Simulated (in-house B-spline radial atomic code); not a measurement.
A fraction x of an electron is moved 4d → 5d in the dysprosium ion Dy²⁺, starting from [Xe] 4f10 and keeping the highest spin. Computed with a B-spline radial code for spherical atoms: scalar-relativistic (X2C) LDA VWN5, spin-polarised, spherical fractional occupations, Fermi nucleus of rms radius 5.2218 fm.

```tsv
x	E(x) - E(0) (eV)	4d down level (eV)	5d up level (eV)
0	0.0000	-164.632	-
0.125	18.8809	-165.564	-14.176
0.25	?	?	?
0.375	56.9040	-167.486	-14.676
0.5	76.0514	-168.473	-14.922
0.625	95.2924	-169.475	-15.166
0.75	114.6291	-170.490	-15.409
0.875	?	?	?
1	153.5968	-172.557	-15.888
```

Problem. What belongs in the row x = 0.25?

Solution. An energy change of 37.8480 eV; 4d down at -166.516 eV, 5d up at -14.428 eV.

Problem. What belongs in the row x = 0.875?

Solution. An energy change of 134.0633 eV; 4d down at -171.518 eV, 5d up at -15.649 eV.

Problem. Check Janak's theorem between x = 0.375 and 0.5.

Solution. The slope of the energy is 153.18 eV; the orbital levels give 153.18 eV (ε of the receiving orbital less ε of the emptying one, averaged over the two points).
